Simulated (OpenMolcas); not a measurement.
# Ti2+: ligand-field states by method

Ti2+ with 6 ligands (chloride) in octahedral coordination (Oh) at 2.71 Å. A charge of +0.667 e stands 2.4 Å behind each ligand. Ligand basis ANO-RCC-VDZP.

```yaml
Program: OpenMolcas
Basis: ANO-RCC-VDZP [5s4p2d1f]
Scalar_Hamiltonian: DKH2, point nucleus
Active_space: 2 electrons in 5 orbitals (3d)
State_averaging: 2S+1 = 3 even, 10 roots; 2S+1 = 1 even, 15 roots
Spin-orbit_coupling: state interaction with AMFI integrals over the reference wave functions
```

I. CASSCF
II. SS-CASPT2, IPEA 0.25 Eh, imaginary shift 0.1 Eh (closed shells correlated: 3s 3p and the ligand valence shells)
III. SS-CASPT2, IPEA 0.5 Eh, imaginary shift 0.1 Eh (closed shells correlated: 3s 3p and the ligand valence shells)

Spin-free states (labels of O, the rotations of Oh) in cm-1, each column counted from its own energy of the first state listed:

```
State  Degeneracy      I     II    III
  3T1           3      0      0      0
  3T2           3   3949   4310   4270
  3A2           1   8657   9490   9550
  1T2           3  11500   8280   8390
   1E           2  12098   9470   9490
  3T1           3  15945  13390  13640
  1T2           3  18420  15650  15840
  1T1           3  20173  18130  17990
  1A1           1  20180  16600  17140
   1E           2  22617  20570  20700
  1A1           1  43722  34800  35400
```

From I to II, I's first state of the same spin (3T2) moves from 3949 to 4310 cm-1, by about +360 cm-1.

From I to II, I's first state of another spin (1T2) moves from 11500 to 8280 cm-1, by about -3200 cm-1.

I: A least-squares ligand-field fit to the states below 45000 cm-1, each weighted by its degeneracy and with a free common offset, gives 10Dq = 4708 cm-1, B = 843 cm-1 and C = 3042 cm-1 (C/B = 3.61), with an rms deviation of 70 cm-1. The same method and metal basis give the free ion B = 884 cm-1 (fit to its terms below 60000 cm-1, rms deviation 77 cm-1), so the nephelauxetic ratio is β = 843 / 884 = 0.95; it hangs on how both fits weigh the states, and computed free-ion B values tend to be too large, so β mixes covalency with correlation.

χT at 300 K: I 1.13, II 1.13, III 1.13 cm3 K/mol.

Roots that are degenerate in the reference are averaged as groups; the widest CASPT2 spread within a group is 150 cm-1 (the 3-fold group of multiplicity 3 near 0 cm-1 above the lowest state of its run, II). Shifts and gaps below about the spread of the groups concerned are not significant. Over all roots computed the reference weight is 0.67 to 0.69 in II, 0.68 to 0.69 in III; a low but even weight reflects the number of correlated electrons. An orbital triplet at a regular site is open to Jahn-Teller coupling, which can distort the site and quench the lowest spin-orbit gaps and is left out. Ligand-to-metal charge-transfer states are missing. With no ligand orbital active B as a rule stays too high, so bands that hang on it stand too high and its fall with covalency is understated. Without dynamic correlation the repulsion within the d shell is too large (B by tens of per cent), so at a given field states of lower spin stand too high (holds for I). With metal d orbitals alone and no dynamic correlation the field as a rule comes out too small, by tens of per cent, by up to half for chloride and softer ligands (holds for I). These CASPT2 states fit no ligand-field parameters well, so their order and spin gaps are uncertain (holds for II; III). With one d shell and no ligand orbital active, 10Dq can be off by tens of per cent for divalent 3d ions, low with halides held by bare charges and at times high in hosts (holds for II; III). Free-ion shares, where given, are those of the reference states; single-state CASPT2 does not remix them (holds for II; III). The distance lies 3 % over the 2.62 Å that this model takes as the normal distance (a Shannon-type radius plus a fixed donor radius); by an R⁻⁵ law this alone changes a d-shell field by about -16 %. No measured value stands beside these numbers; the geometry is a model, was not optimised and need not be the one that this ion takes.
